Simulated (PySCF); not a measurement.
**Nb²⁺: ionisation energy**

Nb²⁺ [Kr] 4d3 (4F) → Nb³⁺ [Kr] 4d2 (3F), as a difference of total energies. Computed with PySCF 2.14 in def2-QZVPPD with the def2 core potential (28 electrons) (7s5p4d3f2g, 81 functions), with scalar relativity through the core potential. Correlated levels: valence: 4s2 4p6 frozen. The calculations carry no spin-orbit coupling.

Problem. Order these methods by the ionisation energy they give, lowest first.
A. CCSD(T) (valence)
B. MP2 (valence)
C. UHF
D. SCS-MP2 (valence)

Solution. C (24.231 eV), D (24.340 eV), B (24.559 eV), A (24.627 eV).

The reference lies between the lowest fine-structure levels, while these numbers refer to the centres of the terms.

Errors of the correlated levels include the incompleteness of this basis and the frozen core.

For comparison: 25.04 eV (semi-empirical (NIST evaluation); NIST Atomic Spectra Database, ionization energies).
